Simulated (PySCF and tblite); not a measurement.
The numbers below are computed, except where a source is named.
C₇H₁₁F, numbered as in [F:1][C:2]1=[CH:3][CH2:4][CH2:5][CH2:6][CH2:7][CH2:8]1.

The ensemble was built from 60 distance-geometry starts (ETKDG and KDG, MMFF94s, GFN2-xTB) and rests on GFN2-xTB geometries. Energies: PBE0-D3(BJ)/pcSseg-1 (IEF-PCM, acetonitrile), with GFN2-xTB thermal terms (modes under about 100 cm⁻¹ blended into free rotors). Symmetry numbers and mirror images are counted. Conformers within 2.5 kcal/mol (GFN2-xTB free energy) were kept, 4 at most. Codes: tblite and PySCF.

An NOE distance is ⟨r⁻⁶⟩^(−1/6) over all pairs of like atoms and, for the average, over conformers.

The 7-ring runs over atoms 2–3–4–5–6–7–8. Of a mirror pair one member is shown.

```csv
conformer,shape,weight %
1,"7-ring puckered (ring torsions 60, -77, 69, -68, 75, -60, 0°)",73.9
2,"7-ring puckered (ring torsions 30, -81, 45, 44, -80, 31, 5°)",26.1
```

(1) Which H–H contacts under 3.5 Å would NOEs report (pairs on one atom left out) at 298.15 K?

## Answers

(1) 
```
     pair  in 1 (Å)  in 2 (Å)  average (Å)
H3 ··· H4      2.54      2.50         2.53
H5 ··· H6      2.54      2.50         2.53
H6 ··· H7      2.54      2.50         2.53
H4 ··· H5      2.56      2.57         2.56
H7 ··· H8      2.57      2.58         2.57
H4 ··· H6      2.97      3.22         3.02
H6 ··· H8      2.98      3.23         3.04
H5 ··· H7      3.08      3.81         3.19
H4 ··· H8      3.29      4.45         3.43
```

Longer pairs under the limit may be missing.
